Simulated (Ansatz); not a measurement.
Stepwise reaction of `[Br][GaH][Br]` with hydrogen fluoride, as a gas-phase model of exchange steps in deposition or etching. ΔE in kJ/mol; ΔG adds harmonic PBE0-D4 terms to CCSD(T)/CBS, at 1 bar.

Computed with Ansatz on PBE0-D4/def2-TZVP structures; ΔE is electronic, products minus reactants. CCSD(T)/CBS adds triple-zeta CCSD(T) − MP2 to the extrapolated MP2 energy (def2 sets, frozen cores). This one scheme is used for every species. DFT in def2-TZVPP. B3LYP here is the variant with VWN-RPA as its local correlation; programs differ in this. For Br, Ga outer-core shells are correlated without core-valence functions, which leaves a few kJ/mol of doubt a bond. Scalar relativity is left out up to krypton.

| step | reaction | PBE-D4 | B3LYP-D4 | ωB97M-V | CCSD(T)/CBS | ΔG(400 K) |
| --- | --- | --- | --- | --- | --- | --- |
| 2 | `[F][GaH][Br]` + H–F → `[F][GaH][F]` + HBr | 40.8 | 38.3 | 39.2 | 45.5 | 40.0 |

(1) Give the row of step 1, `[Br][GaH][Br]` + H–F → `[F][GaH][Br]` + HBr. (Estimate.)

(2) By hand: ΔE of the 2 steps together at CCSD(T)/CBS.

Answers

(1) Computed: 
```json
{"step": "1", "reaction": "`[Br][GaH][Br]` + H–F → `[F][GaH][Br]` + HBr", "PBE-D4": "40.6", "B3LYP-D4": "38.7", "ωB97M-V": "39.0", "CCSD(T)/CBS": "46.9", "ΔG(400 K)": "36.6"}
```

(2) (46.9) + (45.5) = 92.4 kJ/mol, or 46.2 kJ/mol a step.

In ΔE the steps differ by no more than 1.4 kJ/mol. All are uphill at CCSD(T)/CBS. ΔG lies between 36.6 and 40.0 kJ/mol a step. PBE-D4 differs from CCSD(T)/CBS by -6.3 to -4.7 kJ/mol a step. Isolated molecules leave out the surface, adducts and barriers. Largest T1 diagnostic: 0.015.
